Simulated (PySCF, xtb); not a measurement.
C3H6NO, SMILES C[N]C(C)=O (connectivity only; charge and spin as stated), charge -1, multiplicity 1.

GFN2-xTB run with xtb at its own geometry gives an orbital gap of 4.91 eV.

The structure is a stationary point at B3LYP-D3(BJ)/def2-SVPD. The multiplicity is an assumed one; no other spin state was optimised. The isomer is the one that the SMILES or the coordinates give; other isomers of the formula were not compared.

Problem. What does PySCF with PBE/def2-SVPD give? (Estimate from the structure and the level; the computed values follow.)

Solution. gap 3.25 eV (levels 0.57 and 3.82 eV).
